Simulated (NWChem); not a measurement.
System: NbHOF$_{4}$; SMILES [OH][Nb]([F])([F])([F])[F]

```xyz
7

Nb     0.0000     0.0000    -0.0088
F      1.4708    -1.1407     0.0511
F      0.2525     1.8441     0.0511
F     -1.7233    -0.7034     0.0511
F      0.0000     0.0000     1.8806
O      0.0000     0.0000    -1.8860
H      0.0000     0.0000    -2.8552
```
Atoms are numbered in this order, from 1.

All runs: NWChem. Structure relaxed at the PBE-D3(BJ)/def2-SVP level. No frequency run checked for a minimum. def2 effective core potentials on Nb; no spin-orbit coupling.

Taking PBE/def2-TZVPP as the yardstick, which of these has the fewest basis functions while keeping “dipole (D)” within 0.05 D of it: PBE/def2-SVP; PBE/def2-TZVP; PBE/def2-SVPD?

PBE/def2-SVPD (a larger set in the list lies outside the tolerance).
```tsv
level	basis functions	dipole (D)
PBE/def2-SVP	106	3.47
PBE/def2-SVPD	157	3.39
PBE/def2-TZVP	201	3.41
PBE/def2-TZVPP	225	3.35
```

The yardstick is one finite set, not the basis-set limit.
